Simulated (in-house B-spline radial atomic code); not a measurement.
Successive ionisation energies of lanthanum; each step leads to the configuration of the next row (after the last: [Ne] 3s2 3p1/2(1)). Dirac energy differences include first-order Breit, QED and recoil terms. NIST's values go from ground level to ground level; the uncertainty of those that are theory runs from under 0.1 % in few-electron ions to several per cent in heavy many-electron ones. Computed with an all-electron radial atomic-structure program (B-spline basis): Dirac-Hartree-Fock, jj configuration that fills j = l - 1/2 first, finite nuclei.

A number in brackets counts the electrons of a j subshell.

```tsv
ion	configuration	ionisation energy (eV)	tabulated value (eV)	tabulated kind	computed minus tabulated (eV)	highest orbital	largest mean radius (bohr)
La25+	[Ar] 3d10 4s2 4p1/2(2)	864.6	865	tabulated theory	0	4p1/2	0.59526
La26+	[Ar] 3d10 4s2 4p1/2(1)	905.2	906	tabulated theory	-1	4p1/2	0.58963
La27+	[Ar] 3d10 4s2	995.9	995	tabulated theory	1	4s1/2	0.58238
La28+	[Ar] 3d10 4s1	1037.6	1039.09	semi-empirical	-1	4s1/2	0.57768
La29+	[Ar] 3d10	1800.0	1800	tabulated theory	0	3d5/2	0.2794
La30+	[Ar] 3d3/2(4) 3d5/2(5)	1888.0	1884	tabulated theory	4	3d5/2	0.27726
La31+	[Ar] 3d3/2(4) 3d5/2(4)	1977.6	1974	tabulated theory	4	3d5/2	0.27548
La32+	[Ar] 3d3/2(4) 3d5/2(3)	2068.7	2069	tabulated theory	0	3d5/2	0.27371
La33+	[Ar] 3d3/2(4) 3d5/2(2)	2161.3	2162	tabulated theory	-1	3d5/2	0.27196
La34+	[Ar] 3d3/2(4) 3d5/2(1)	2255.5	2259	tabulated theory	-3	3d5/2	0.27021
La35+	[Ar] 3d3/2(4)	2376.1	2377	tabulated theory	-1	3d3/2	0.26848
La36+	[Ar] 3d3/2(3)	?	?	tabulated theory	?	?	?
La37+	[Ar] 3d3/2(2)	2573.6	2577	tabulated theory	-3	3d3/2	0.26499
La38+	[Ar] 3d3/2(1)	2674.7	2674	tabulated theory	1	3d3/2	0.26327
La39+	[Ne] 3s2 3p6	2949.3	2950	tabulated theory	-1	3p3/2	0.26156
La40+	[Ne] 3s2 3p1/2(2) 3p3/2(3)	3039.4	3036	tabulated theory	3	3p3/2	0.26025
La41+	[Ne] 3s2 3p1/2(2) 3p3/2(2)	?	?	tabulated theory	?	?	?
La42+	[Ne] 3s2 3p1/2(2) 3p3/2(1)	?	?	tabulated theory	?	?	?
La43+	[Ne] 3s2 3p1/2(2)	3415.2	3416	tabulated theory	-1	3p1/2	0.2564
```

Q: Fill in the row of La36+.

A: ionisation energy (eV): 2474.0; tabulated value (eV): 2473; computed minus tabulated (eV): 1; highest orbital: 3d3/2; largest mean radius (bohr): 0.26673.

Q: Fill in the row of La41+.

A: ionisation energy (eV): 3130.3; tabulated value (eV): 3133; computed minus tabulated (eV): -3; highest orbital: 3p3/2; largest mean radius (bohr): 0.25895.

Q: Fill in the row of La42+.

A: ionisation energy (eV): 3222.1; tabulated value (eV): 3222; computed minus tabulated (eV): 0; highest orbital: 3p3/2; largest mean radius (bohr): 0.25767.

Q: Where is the largest jump?

A: From La28+ to La29+, by a factor of 1.73 (1037.6 to 1800 eV); the highest orbital goes from 4s1/2 to 3d5/2.
